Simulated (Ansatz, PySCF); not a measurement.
This PySCF input computes a r2SCAN/def2-TZVPD energy:

```python
from pyscf import gto, scf, dft

mol = gto.M(
    atom='''
    Sb   -0.00000000   -0.00000000   -1.24397196
    Sb    0.00000000    0.00000000    1.24397196
    ''',
    basis='def2-tzvpd',
    ecp='def2-tzvp',
    charge=0,
    spin=0,
    verbose=4,
)

mf = dft.RKS(mol, xc='r2scan').density_fit(auxbasis='def2-universal-jkfit')
mf.grids.level = 4
mf.conv_tol = 1e-9
mf.max_cycle = 100
mf.max_memory = 1500
mf.kernel()
if not mf.converged:
    mf = mf.newton()
    mf.kernel(mf.make_rdm1())
mf.analyze()
```

Q: Write an input for the same energy in Ansatz (a program for electronic structure) and say what it gives.

A: 
Ansatz 0.2 input:
```yaml
crystal:
  periodic: [false, false, false]
  atoms:
    - {symbol: Sb, position_ang: [-0.00000000, -0.00000000, -1.24397196]}
    - {symbol: Sb, position_ang: [0.00000000, 0.00000000, 1.24397196]}
basis:
  gaussian:
    orbitals: def2-TZVPD
hamiltonian:
  xc: {name: r2SCAN}
output: {forces: true}
```
It gives -480.72177 Eh, and PySCF -480.72182 Eh, a difference of 0.05 mEh, from the treatment of integrals and grids.
